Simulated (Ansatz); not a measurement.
Mulliken charges of `[O]=[Ge]` from ωB97M-V/def2-TZVPP in Ansatz (PBE0-D4/def2-TZVP geometry).

```csv
atom,x (Å),y (Å),z (Å),charge (e)
O1,0.000,0.000,-0.023,-0.480
Ge2,0.000,0.000,1.600,0.480
```

Problem. By hand: the dipole of these point charges (1 e Å = 4.8032 D).

Solution. Σ q r = (0.000, 0.000, 0.779) e Å, of length 0.779 e Å = 3.74 D.

Problem. How does the dipole of the full density compare? (Estimate.)

Solution. Ansatz gave: (0.000, 0.000, 0.734) e Å, 3.53 D; the point charges give 1.06 times that, at 0° from its direction.

Point charges leave out the atoms' own dipoles, such as those of lone pairs, and Mulliken's split depends on the basis, so the close match here is no proof of good charges.
